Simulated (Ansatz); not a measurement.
CF$_{3}$NOZr, SMILES `O=C=[N][Zr]([F])([F])[F]`, relaxed with RKS PBE0-D4/def2-TZVP in the Gaussian-basis code of Ansatz from a GFN2-xTB geometry. The force threshold is 0.005 eV/Å; the program also tests the step.

Charge 0, multiplicity 1. Zr takes the def2 core potential.

Start:

```xyz
7

O     0.635    1.478   -2.872
C     0.419    0.962   -1.859
N     0.195    0.429   -0.812
Zr   -0.210   -0.487    0.945
F    -1.159    0.625    2.086
F     1.344   -0.990    1.823
F    -1.224   -2.018    0.688
```

Q: How much energy does the relaxation release, and in how many steps? (An estimate is asked.)

A: Computed: 1.83 kcal/mol, in 4 steps.

Q: Which bonds change most? (An estimate is asked.)

A: Ansatz gave: Zr4–F7 from 1.854 to 1.892 Å; Zr4–F5 from 1.854 to 1.892 Å; Zr4–F6 from 1.854 to 1.892 Å; C2–N3 from 1.196 to 1.204 Å.

Q: Give the relaxed structure. (Estimate.)

A: The calculation gave: 
```xyz
7

O     0.642    1.480   -2.863
C     0.417    0.958   -1.851
N     0.184    0.417   -0.800
Zr   -0.216   -0.498    0.962
F    -1.181    0.679    2.087
F     1.404   -0.985    1.811
F    -1.250   -2.052    0.653
```
